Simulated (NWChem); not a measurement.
System: C2H2BrF; SMILES F/C=C\Br

Here is an NWChem input.

```
start job
memory heap 200 mb stack 900 mb global 1100 mb
geometry units angstroms noautoz
  F     -0.794582     2.056352     0.000000
  C      0.491050     1.757554     0.000000
  C      0.959803     0.512779     0.000000
  Br    -0.141173    -0.994593     0.000000
  H      1.148575     2.632409     0.000000
  H      2.033291     0.323103     0.000000
end
basis spherical
  * library def2-svp
end
dft
  xc pbe0
  iterations 150
  vectors input atomic output neutral.movecs
end
task dft energy
charge 1
dft
  odft
  mult 2
  vectors input atomic output cation.movecs
end
task dft energy
```

Coordinates come from a PBE0/def2-SVP optimisation.

Ions are spin-unrestricted doublets at the neutral geometry; other ion states weren't tried.

Task: Predict the main results of this run. (PBE0/def2-SVP, vertical spin-unrestricted ions.) Quantities: vertical ionisation energy, ΔSCF (eV); −ε(HOMO) (eV).

Result: vertical ionisation energy, ΔSCF (eV): 9.59
−ε(HOMO) (eV): 7.19
